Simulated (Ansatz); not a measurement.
`C[SiH2]C(N)F` at its PBE0-D4/def2-TZVP geometry, where that method's forces vanish. Total charge 0; spin multiplicity 1.

```xyz
13

C    -1.1008    0.6592   -1.2487
Si   -0.4672    0.8694    0.4971
C     0.6104   -0.6290    0.9757
N     1.6135   -0.8908    0.0275
F    -0.2718   -1.7376    1.1566
H    -1.7776    1.4754   -1.5114
H    -0.2827    0.6640   -1.9731
H    -1.6500   -0.2799   -1.3474
H     0.3622    2.0986    0.6201
H    -1.5932    0.9525    1.4638
H     1.0774   -0.4817    1.9544
H     1.2530   -1.0483   -0.9030
H     2.2266   -1.6517    0.2884
```

Task: What forces (eV/Å) does ωB97M-V/def2-TZVPP give on these atoms in the Gaussian-basis code of Ansatz? (Best estimate.)

Result: The calculation gave: 
```
C1  -0.004 -0.009 -0.027
Si2 -0.022  0.083  0.105
C3  -0.067  0.306  0.246
N4   0.181 -0.095 -0.190
F5  -0.101 -0.133 -0.009
H6   0.049 -0.061  0.018
H7  -0.055 -0.006  0.048
H8   0.040  0.062  0.004
H9  -0.085 -0.139 -0.014
H10  0.125 -0.015 -0.106
H11 -0.037 -0.023 -0.083
H12  0.008 -0.003  0.026
H13 -0.032  0.031 -0.017
```
